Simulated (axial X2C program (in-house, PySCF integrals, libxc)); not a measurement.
Nuclear properties of FeSi

Calculated with an in-house all-electron X2C program for linear molecules (integrals from PySCF): two-component X2C with atomic mean-field Coulomb and Gaunt terms, Gaussian nuclei, basis Fe dyall-cv3z, Si dyall-v3z with contracted cores.

R = 2.196 Å (near the PBE0 minimum at charge 0 of the determinant lowest at the starting distance; the state shown can have its own minimum elsewhere).

Determinant lowest in the PBE0 search, Ω = 1 (⟨Sz⟩ = 1.00, ⟨Lz⟩ = 0.00 at PBE0), spin on the atoms Fe 1.82, Si -0.82:

```json
{"level": "PBE0", "Eeff magnitude (GV/cm)": "0.379", "Ws magnitude Fe (kHz)": "0.189", "A∥/gI Fe (MHz)": "442", "qzz Fe (a.u.)": "-2.41", "A∥/gI Si (MHz)": "101", "qzz Si (a.u.)": "-0.59", "μ (D)": "-2.19"}
{"level": "HF", "Eeff magnitude (GV/cm)": "1.49", "Ws magnitude Fe (kHz)": "0.573", "A∥/gI Fe (MHz)": "523", "qzz Fe (a.u.)": "-3.07", "A∥/gI Si (MHz)": "112", "qzz Si (a.u.)": "-0.06", "μ (D)": "-1.94"}
{"level": "TPSSh", "Eeff magnitude (GV/cm)": "0.316", "Ws magnitude Fe (kHz)": "0.164", "A∥/gI Fe (MHz)": "423", "qzz Fe (a.u.)": "-2.50", "A∥/gI Si (MHz)": "56.3", "qzz Si (a.u.)": "-0.75", "μ (D)": "-2.07"}
{"level": "r2SCAN", "Eeff magnitude (GV/cm)": "0.381", "Ws magnitude Fe (kHz)": "0.19", "A∥/gI Fe (MHz)": "569", "qzz Fe (a.u.)": "-2.48", "A∥/gI Si (MHz)": "62.1", "qzz Si (a.u.)": "-0.73", "μ (D)": "-1.72"}
{"level": "PBE", "Eeff magnitude (GV/cm)": "0.1", "Ws magnitude Fe (kHz)": "0.0794", "A∥/gI Fe (MHz)": "296", "qzz Fe (a.u.)": "-2.48", "A∥/gI Si (MHz)": "70.5", "qzz Si (a.u.)": "-1.03", "μ (D)": "-1.29"}
```

Eeff is the effective electric field on the electron electric dipole moment in this Ω state and Ws the scalar–pseudoscalar constant of the nucleus named (defined with the proton number Z and per Ω); A∥ (defined per Ω) follows by multiplying with gI = μI/(I μN); qzz is the electric field gradient, eQq0 = 234.96 MHz × Q/barn × qzz; μ is positive if the Si end (last atom) is positive. The operators were transformed with the bare-nucleus X2C matrices; with these basis sets, hyperfine constants and field gradients can be off by tens of per cent, and where levels differ in sign neither size nor sign is settled.

Q: With gI(57Fe) = 0.1809, gI(29Si) = -1.1106 (g factors from the IAEA table of nuclear moments by Stone), turn the PBE0 values of the first state into constants in MHz.

A: A∥(57Fe) = 442 × 0.1809 = 80 MHz; A∥(29Si) = 101 × -1.1106 = -112 MHz.

Each state is one determinant with collinear spin, which with several unpaired electrons need not be a pure state. Unrestricted Hartree–Fock can overshoot spin polarisation at the nuclei. With several open shells hyperfine constants can be off by a factor of several. Where Eeff spreads by more than a factor of two the levels disagree and none is to be relied on. In the state Ω = 1 the atomic spins oppose each other (1.82, -0.82): a broken-symmetry determinant whose values are not spin-projected. Open-shell Ω = 0 determinants with evenly filled partner blocks cannot be reached by this program, so the Ω shown need not be the lowest component. States lie within half an eV, so the first need not be the ground state. Further determinants of the search, some of them spin-mixed, are not shown. Where a field gradient or hyperfine factor spreads by more than a factor of two over the levels, a constant derived from it is not to be relied on.
